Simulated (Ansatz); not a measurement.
Single points on Sn9Au.

```yaml
crystal:
  periodic: [false, false, false]
  atoms:
    - {symbol: Au, position_ang: [0.551343, -0.448407, -2.664868]}
    - {symbol: Sn, position_ang: [1.031134, 1.899946, 1.133842]}
    - {symbol: Sn, position_ang: [-0.397443, -0.309816, 2.827402]}
    - {symbol: Sn, position_ang: [0.337469, -1.418485, 0.002818]}
    - {symbol: Sn, position_ang: [2.550955, -0.756953, 1.709920]}
    - {symbol: Sn, position_ang: [-2.346311, -1.923876, 0.893455]}
    - {symbol: Sn, position_ang: [-2.053772, 1.164890, 0.619886]}
    - {symbol: Sn, position_ang: [-2.153422, -0.697045, -1.822980]}
    - {symbol: Sn, position_ang: [-0.204437, 2.034457, -1.682853]}
    - {symbol: Sn, position_ang: [2.684484, 0.455289, -1.016631]}
basis:
  gaussian: {orbitals: def2-SVP}
magnetization: {spin_polarized: true, initial_magnetization: 1}
hamiltonian: {xc: pbe0, dispersion: d4}
scf: {omitted_lower_state_checks: [starts]}
output: {orbitals: {seedname: orbitals}}
```

The file start.molden holds the orbitals of an earlier run on this structure, at another level or in another basis.

```sh
$ ansatz run in.yaml --threads 6 --pin off --events-out ev --progress --plain --max-ram 7833MiB
```

Output, abridged:

```
Functional definition: PBE0
3404 factors; integrals over basis functions are off by at most 1.7e-4 eV
mean field evaluation 1: about -56187.2321 eV, gradient 1.7e1 eV
mean field evaluation 2: about -56181.7866 eV, gradient 3.5e1 eV
mean field evaluation 4: about -56188.6087 eV, gradient 5.4e0 eV
mean field evaluation 8: about -56189.0867 eV, gradient 8.8e-1 eV
mean field evaluation 16: about -56189.0943 eV, gradient 1.4e-2 eV
mean field evaluation 32: about -56189.0943 eV, gradient 8.1e-5 eV
mean field -56189.09433781 eV, -2064.9111305784 hartree, gradient 1.5e-5 eV, S^2 0.761385; 0 other end points of the search recorded, 0 dependent functions left out
reference -56189.09436902 eV, -2064.9111317253 hartree; 109, 108 occupied and 157, 158 virtual orbitals, 3404 factors
Total energy: -56190.26251709 eV, -2064.9540603752 hartree
Checks for a lower state left out: starts
```

Run time 2.4 min (6 threads of AMD EPYC on a shared host), peak host memory 2.9 GiB.

The first input with `gaussian: {orbitals: def2-SVP, initial_orbitals: start.molden}`, `hamiltonian: {xc: pbe, dispersion: d4}` (abridged; 69 s):

```
Functional definition: PBE
mean field -56189.30733421 eV, -2064.9189580517 hartree, gradient 1.3e-5 eV, S^2 0.753249
Total energy: -56190.62168805 eV, -2064.9672596645 hartree
Checks for a lower state left out: starts
```

Geometry: r2SCAN-D4/def2-SVP, that of the charge +1 singlet.

In the def2 sets Au, Sn take a core potential; there is no spin–orbit coupling. The structure comes from a short search, and lower isomers may exist.
